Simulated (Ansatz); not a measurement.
(CuF)n: gap (eV) at several levels, gas phase, relaxed structures; Ansatz. Clusters are the lowest isomers that short searches found in that spin, judged at the geometry's level. Singlets are spin-restricted. The structures are stationary points that may keep the symmetry of their start.

```json
{"species": "(CuF)2 ring (Cu2F2)", "state": "singlet", "geometry": "PBE0-D4/def2-SVP", "PBE-D4/def2-SVP": "1.13", "PBE-D4/def2-TZVP": "1.45", "r2SCAN-D4/def2-TZVP": "1.85", "PBE0-D4/def2-SVP": "4.09", "PBE0-D4/def2-TZVP": "4.38", "PBE0-D4/def2-TZVPD": "4.34"}
{"species": "Cu2F2", "state": "singlet", "geometry": "PBE-D4/def2-SVP", "PBE-D4/def2-SVP": "1.03", "PBE-D4/def2-TZVP": "1.24", "r2SCAN-D4/def2-TZVP": "1.62", "PBE0-D4/def2-SVP": "3.42", "PBE0-D4/def2-TZVP": "3.55", "PBE0-D4/def2-TZVPD": "3.55"}
{"species": "Cu3F3", "state": "singlet", "geometry": "r2SCAN-D4/def2-SVP", "PBE-D4/def2-SVP": "2.49", "PBE-D4/def2-TZVP": "2.54", "r2SCAN-D4/def2-TZVP": "2.86", "PBE0-D4/def2-SVP": "5.14", "PBE0-D4/def2-TZVP": "5.19", "PBE0-D4/def2-TZVPD": "5.15"}
```

Over the 3 species that have every level, the mean is 1.55 at PBE-D4/def2-SVP, 1.74 at PBE-D4/def2-TZVP, 2.11 at r2SCAN-D4/def2-TZVP, 4.22 at PBE0-D4/def2-SVP, 4.37 at PBE0-D4/def2-TZVP, 4.35 at PBE0-D4/def2-TZVPD. Orbital gaps grow with the share of exact exchange and aren't one observable across functionals.
